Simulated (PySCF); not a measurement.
Electron correlation in Cr¹⁰⁺ (chromium, charge +10)

[Ne] 3s2 3p2, high-spin 3P determinant. All numbers are calculated (PySCF 2.14, the non-relativistic Hamiltonian (point nucleus), in an uncontracted even-tempered set (17 s from 0.49 bohr⁻², ratio 2.5; 11 p from 0.64 bohr⁻², ratio 2.5; 5 d from 3.8 bohr⁻², ratio 2.7; 4 f from 5.7 bohr⁻², ratio 2.7)). Frozen: 1s2; 12 electrons correlated; the 17 highest virtual orbitals of each spin left out.

```
  level  correlation energy (mhartree)
   CCSD                        -450.17
    (T)                          -3.01
CCSD(T)                        -453.18
```

Diagnostics: T1 = 0.0027, D1 = 0.0107, largest double amplitude 0.091.

Cost of the coupled-cluster step: about 60 core-seconds, for 12 correlated electrons.

Iterations:

```
CC2 = 0
CCSD nocc = (np.int64(7), np.int64(5)), nmo = (85, 85)
frozen orbitals [[0, 86, 87, 88, 89, 90, 91, 92, 93, 94, 95, 96, 97, 98, 99, 100, 101, 102], [0, 86, 87, 88, 89, 90, 91, 92, 93, 94, 95, 96, 97, 98, 99, 100, 101, 102]]
max_cycle = 100
direct = 0
conv_tol = 1e-08
conv_tol_normt = 1e-06
diis_space = 8
diis_start_cycle = 0
Init t2, MP2 energy = -0.428911212914797
Init E_corr(UCCSD) = -0.428911212916581
cycle = 1  E_corr(UCCSD) = -0.443530447295478  dE = -0.0146192344  norm(t1,t2) = 0.0284543
cycle = 2  E_corr(UCCSD) = -0.447949773913898  dE = -0.00441932662  norm(t1,t2) = 0.0103275
cycle = 3  E_corr(UCCSD) = -0.450200143950669  dE = -0.00225037004  norm(t1,t2) = 0.00411926
cycle = 4  E_corr(UCCSD) = -0.450167783447829  dE = 3.23605028e-05  norm(t1,t2) = 0.000416982
cycle = 5  E_corr(UCCSD) = -0.450169352387716  dE = -1.56893989e-06  norm(t1,t2) = 3.35576e-05
cycle = 6  E_corr(UCCSD) = -0.450169643020582  dE = -2.90632866e-07  norm(t1,t2) = 4.78349e-06
cycle = 7  E_corr(UCCSD) = -0.450169491999801  dE = 1.51020782e-07  norm(t1,t2) = 7.09006e-07
cycle = 8  E_corr(UCCSD) = -0.45016951070088  dE = -1.87010792e-08  norm(t1,t2) = 9.93653e-08
cycle = 9  E_corr(UCCSD) = -0.450169508545768  dE = 2.15511137e-09  norm(t1,t2) = 1.20937e-08
UCCSD converged
E(UCCSD) = -1005.247515914019  E_corr = -0.4501695085457684
UCCSD(T) correction = -0.00300748748540015
```
